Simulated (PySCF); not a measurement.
Si(Cl)(OH)2(NH2) (ClH₄NO₂Si), SMILES N[Si](O)(O)Cl. Atoms are numbered in the order given.

```xyz
9

N      1.7910    -0.3024    -0.1578
Si     0.1232    -0.0224    -0.3382
O     -0.2384     1.3801    -1.1297
O     -0.6250    -1.2054    -1.2022
Cl    -0.6169     0.0646     1.5935
H      2.1325    -0.7294     0.6945
H      2.3552    -0.5537    -0.9617
H      0.1214     2.1860    -0.7476
H     -1.4774    -0.9682    -1.5809
```
Charge 0, spin multiplicity 1.

Geometry: PBE0-D3(BJ)/def2-SVP. One conformer was computed; it need not be the lowest.

The numbers are results of PBE/def2-TZVP in PySCF, not measurements.

Gas-phase values at a fixed geometry.

Computed frontier levels, gap, dipole moment and polarisability:
- highest occupied level = -6.53 eV
- lowest empty level = -0.38 eV
- orbital gap = 6.15 eV
- dipole moment = 1.50 D
- quadrupole, principal values (traceless, Buckingham form, about the centre of nuclear charge) = -5.03, -1.27, 6.30 D·Å
- mean static polarisability = 50.0 bohr³ (7.41 Å³)
- polarisability, principal values = 45.6, 49.3, 55.1 bohr³
